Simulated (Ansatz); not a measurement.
Total energies of Mg₂O₂ from Ansatz at r2SCAN-D4/def2-TZVP, gas phase (1 Eh = 27.2114 eV = 2625.5 kJ/mol). The reference geometry is relaxed at PBE0-D4/def2-TZVP.

| atom | x (Å) | y (Å) | z (Å) |
| --- | --- | --- | --- |
| Mg1 | -0.537 | -0.381 | -0.995 |
| Mg2 | 0.536 | 0.381 | 0.996 |
| O3 | -0.761 | 1.203 | -0.051 |
| O4 | 0.762 | -1.203 | 0.050 |

```csv
state,geometry,energy (Eh)
charge 0 singlet,reference,-550.59470
charge 1 doublet,reference,-550.31636
charge 0 triplet,relaxed at PBE0-D4/def2-TZVP,-550.55983
charge 0 quintet,relaxed at PBE0-D4/def2-TZVP,-550.48198
free Mg atom (singlet),–,-200.03322
free O atom (triplet),–,-75.05861
```

**Question.** Work out the vertical ionisation energy to the doublet.

**Answer.** E(charge 1 doublet) − E(charge 0 singlet) = -550.31636 − (-550.59470) = 0.27834 Eh = 7.57 eV. For comparison, −ε of the highest occupied level is 4.58 eV at this level, 2.99 eV less.

**Question.** Which of the charge 0 states is lowest, and how far above it are the others?

**Answer.** The singlet. triplet: -550.55983 − (-550.59470) = 0.03487 Eh = 91.6 kJ/mol; quintet: -550.48198 − (-550.59470) = 0.11272 Eh = 295.9 kJ/mol. The quintet differs in its bonds from the reference.

**Question.** What is the binding energy per atom against free atoms?

**Answer.** Atoms: 2 × (-200.03322) + 2 × (-75.05861) = -550.18366 Eh. Binding: -550.18366 − (-550.59470) = 0.41104 Eh = 11.18 eV, or 2.80 eV for each of 4 atoms (no zero-point energy, no counterpoise term).

The structure comes from a short search, and lower isomers may exist.
